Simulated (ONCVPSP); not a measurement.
Sb (Z = 51), ONCV: configuration errors across variants

```json
{
 "Element": "Sb",
 "Generator": "ONCVPSP 4.0.1",
 "Type": "optimised norm-conserving Vanderbilt (ONCV)",
 "Functional": "LDA (Perdew-Wang 92)",
 "Relativity": "fully relativistic",
 "Frozen core": "[Ar] 3d10",
 "Valence charge": "23",
 "Reference configuration": "4s2 4p6 4d10 5s2 5p3",
 "Partial waves": "4s+5s: rc 1.25 bohr, ncon 3, nbas 7, qcut 11.4 1/bohr, 2 projectors; 4p+5p: rc 1.35 bohr, ncon 4, nbas 7, qcut 10.1 1/bohr, 2 projectors; 4d: rc 1.05 bohr, ncon 3, nbas 6, qcut 9.5 1/bohr, 2 projectors, debl 0.9 Ha",
 "Local potential": "polynomial inside 0.80 bohr (lpopt 5, dvloc0 1 Ha)",
 "Core correction": "Teter function, fcfact 1.75, rcfact 1.6"
}
```

Open shells are filled in proportion to 2j + 1.

In the d channel the program set the typed energies aside and used -1.214, 0.250 Ha (j = l + 1/2; the other j can differ).

All-electron excitation energies from the reference (eV): (1) 4s2 4p6 4d10 5s2 5p2 8.532; (2) 4s2 4p6 4d10 5s2 5p1 24.801; (3) 4s2 4p6 4d10 5s2 5p0 49.608; (4) 4s2 4p6 4d10 5s1 5p4 8.184.

1 further variants failed, have other tests or too few solved ones, and are left out.

Errors AE − PS in meV (a dash: test not solved or not reliable):

| change | (1) | (2) | (3) | (4) | bound ghosts | GHOST(+) flags above zero |
| --- | --- | --- | --- | --- | --- | --- |
| base | +0.4 | +0.9 | +0.9 | +0.1 | none | s |
| s: qcut 11.7; p: qcut 10.4; d: qcut 9.8 | +0.4 | +0.9 | +0.9 | +0.2 | none | s |
| core correction Teter function, fcfact 2.4, rcfact 1.6 | +0.4 | +0.9 | +0.9 | +0.1 | none | s |

**Question.** Give the same row for: d: qcut 10.8.

**Answer.** +0.4, +0.9, +1.0, +0.1; bound ghosts: none; GHOST(+) flags above zero: s.
